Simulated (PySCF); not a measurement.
Molfile (atoms numbered from 1):
```
C3H5NOSi
     RDKit          3D

 11 10  0  0  0  0  0  0  0  0999 V2000
    2.2813   -0.0552    0.2088 C   0  0  0  0  0  0  0  0  0  0  0  0
    1.0348    0.2587   -0.1331 C   0  0  0  0  0  0  0  0  0  0  0  0
   -0.0482   -0.3097    0.4614 O   0  0  0  0  0  0  0  0  0  0  0  0
   -1.6083   -0.3921   -0.0925 Si  0  0  0  0  0  4  0  0  0  0  0  0
   -2.0970    1.2904   -0.7282 C   0  0  0  0  0  0  0  0  0  0  0  0
   -2.3900    2.3373   -1.1317 N   0  0  0  0  0  0  0  0  0  0  0  0
    2.4862   -0.8030    0.9779 H   0  0  0  0  0  0  0  0  0  0  0  0
    3.1162    0.4477   -0.2795 H   0  0  0  0  0  0  0  0  0  0  0  0
    0.8121    1.0162   -0.8965 H   0  0  0  0  0  0  0  0  0  0  0  0
   -2.4720   -0.7319    1.0586 H   0  0  0  0  0  0  0  0  0  0  0  0
   -1.7596   -1.3330   -1.2327 H   0  0  0  0  0  0  0  0  0  0  0  0
  1  2  2  0
  2  3  1  0
  3  4  1  0
  4  5  1  0
  5  6  3  0
  1  7  1  0
  1  8  1  0
  2  9  1  0
  4 10  1  0
  4 11  1  0
M  END
```

Geometry: PBE0-D3(BJ)/def2-SVP; GIAO absolute shieldings from PySCF 2.14, gas phase, non-relativistic, averaged over equivalent atoms.

At PBE0/6-31G* (98 basis functions, 17 s wall time on 1 thread of an x86-64 server CPU, shared host):
```json
{"atoms": "C2", "σ (ppm)": "56.2"}
{"atoms": "C5", "σ (ppm)": "82.8"}
{"atoms": "C1", "σ (ppm)": "99.4"}
{"atoms": "O3", "σ (ppm)": "244.4"}
{"atoms": "Si4", "σ (ppm)": "452.1"}
{"atoms": "N6", "σ (ppm)": "-64.3"}
{"atoms": "H9", "σ (ppm)": "25.31"}
{"atoms": "H10/H11", "σ (ppm)": "26.82"}
{"atoms": "H7", "σ (ppm)": "27.27"}
{"atoms": "H8", "σ (ppm)": "27.53"}
```

What do these become at PBE0/cc-pVTZ?

## Answers


```
  atoms  σ at PBE0/cc-pVTZ  change
     C2               37.4   -18.8
     C5               65.1   -17.7
     C1               86.3   -13.1
     O3              231.4   -13.0
    Si4              406.1   -46.0
     N6              -97.7   -33.4
     H9              24.52   -0.79
H10/H11              26.33   -0.49
     H7              26.45   -0.82
     H8              26.66   -0.87
```

The largest change is at Si4 (silicon bonded to C, O, 2 H). Cost: 254 basis functions, 47 s wall time on 1 thread of an Arm Neoverse N1, shared host. The order of the carbon signals is the same at both levels.
